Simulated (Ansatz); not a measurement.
Cost and result for the atomization energy of B₂F₄H₂O₂, SMILES `F[B-]1(F)[OH+][B-](F)(F)[OH+]1` (10 atoms, 10 bonds).

Cartesian coordinates in Å:
```
F 1.1153 1.7313 0.9126
B 0.8888 0.6317 0.1939
F 1.9401 0.1133 -0.4792
O 0.1414 -0.4558 1.0030
B -1.0102 -0.4530 -0.0315
F -0.9664 -1.5470 -0.8242
F -2.1861 -0.1546 0.5208
O -0.3551 0.7706 -0.7169
H 0.6109 -1.2937 1.0788
H -0.1788 0.6573 -1.6573
```

Charge 0, multiplicity 1. Geometry: relaxed with PBE0-D4/def2-TZVP. Program: Ansatz. All runs use 8 threads of an Arm Neoverse V1 on a shared host. Times are those of one run each, without the atoms' runs, and a repeat can differ threefold. Electronic energies, without spin–orbit coupling; frozen cores. CCSD(T)/CBS adds CCSD(T) − MP2 in def2-TZVPP to the MP2 limit, and its time is that of the two runs behind it. T1 = 0.011. B3LYP takes the VWN-RPA correlation (the form of Gaussian; ORCA's B3LYP/G).

CCSD(T)/CBS is a level of theory with its own doubt, some kJ/mol a heavy atom from the limit and from the frozen cores, so smaller differences don't rank the functionals.

```tsv
level	functions	wall time
revPBE-D4/def2-TZVPP	276	1.6 s
BLYP-D4/def2-TZVPP	276	1.7 s
PBE-D4/def2-TZVPP (with forces)	276	2 s
BHLYP-D4/def2-TZVPP	276	2.6 s
B3LYP-D4/def2-TZVPP (with forces)	276	3.8 s
r2SCANh-D4/def2-TZVPP	276	4.4 s
B2PLYP/def2-TZVPP	276	5 s
ωB97X-V/def2-TZVPP	276	5.5 s
PBE-QIDH/def2-TZVPP	276	5.5 s
CCSD(T)/def2-SVP	122	14 s
MP2/def2-QZVPP	516	21 s
CCSD(T)/def2-TZVPP	276	6.9 min
CCSD(T)/CBS(def2)	–	7.2 min
```

(1) What atomization energy does each give, and how far from CCSD(T)/CBS? (Best estimate.)

Answers

(1) Computed: 
```tsv
level	atomization (kJ/mol)	difference from CCSD(T)/CBS	per bond
revPBE-D4/def2-TZVPP	4630.8	-59.8	-6.0
BLYP-D4/def2-TZVPP	4674.9	-15.7	-1.6
PBE-D4/def2-TZVPP (with forces)	4808.1	117.5	11.7
BHLYP-D4/def2-TZVPP	4460.9	-229.7	-23.0
B3LYP-D4/def2-TZVPP (with forces)	4646.0	-44.6	-4.5
r2SCANh-D4/def2-TZVPP	4675.1	-15.5	-1.5
B2PLYP/def2-TZVPP	4645.0	-45.6	-4.6
ωB97X-V/def2-TZVPP	4675.9	-14.7	-1.5
PBE-QIDH/def2-TZVPP	4663.9	-26.7	-2.7
CCSD(T)/def2-SVP	4499.3	-191.3	-19.1
MP2/def2-QZVPP	4867.5	176.9	17.7
CCSD(T)/def2-TZVPP	4578.6	-112.0	-11.2
CCSD(T)/CBS(def2)	4690.6	0.0	0.0
```

From BLYP to BHLYP (50 % exact exchange), in def2-TZVPP and without D4, the atomization energy moves by −190.8 kJ/mol: exact exchange takes away binding that semilocal exchange gives to molecules. Leaving LDA and LC-ωPBE aside and taking each functional with its dispersion term where it has one, the values spread over 347.1 kJ/mol, from BHLYP-D4 to PBE-D4. LDA lies +729.4 kJ/mol from PBE without D4, its usual overbinding. The D4 term adds +31.5 kJ/mol with B3LYP and +16.3 kJ/mol with PBE0; it sums over pairs of atoms, weighted by their polarisabilities, and B3LYP, whose exchange is more repulsive, gets the larger term.
